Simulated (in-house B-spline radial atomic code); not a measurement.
Removing one electron from K+

Closed shell [Ne] 3s2 3p6. Computed with an all-electron radial atomic-structure program (B-spline basis): Koopmans values of Dirac-Hartree-Fock plus a diagonal self-energy, in second order or with its direct term screened (direct RPA, with the hole-particle interaction, or full time-dependent Hartree-Fock), linearised in energy; no-pair Dirac-Coulomb Hamiltonian, finite nucleus. Shifts add to the Koopmans value (the ΔSCF shift is orbital relaxation alone); the final value takes TDHF screening with Breit and QED.

Command:
```bash
python run_mb.py task.json out
```
Settings (nuclear radius in fm, box in bohr, cutoff in hartree):
```
basis_form          2
Z                   19
core_configuration  [Ne] 3s2 3p6
rms_radius          3.4349
mass_number         39
speed_of_light      137.036
box_radius          21.062
lmax                7
intervals           66
virtual_cutoff      1444.0
```

Time taken, with all properties: 15 s on 1 thread of Arm Neoverse N1, on a shared host.

Energies in eV:

```json
{"subshell": "3p3/2", "Koopmans": "31.74", "ΔSCF shift": "-1.210", "second order": "?", "direct RPA": "?", "hole-particle": "?", "TDHF": "?", "Breit + QED": "?", "final": "?"}
{"subshell": "3p1/2", "Koopmans": "32.04", "ΔSCF shift": "-1.230", "second order": "-0.123", "direct RPA": "0.243", "hole-particle": "-0.105", "TDHF": "-0.101", "Breit + QED": "-0.012", "final": "31.93"}
```

What does the self-energy do to 3p3/2?

It shifts the removal energy by -0.102 eV in second order, 0.250 with direct RPA, -0.089 with the hole-particle term and -0.083 with TDHF screening (quasi-particle weight 0.945); Breit and QED add -0.002 eV. The final value is 31.66 eV, against 31.625 eV (NIST, measured).
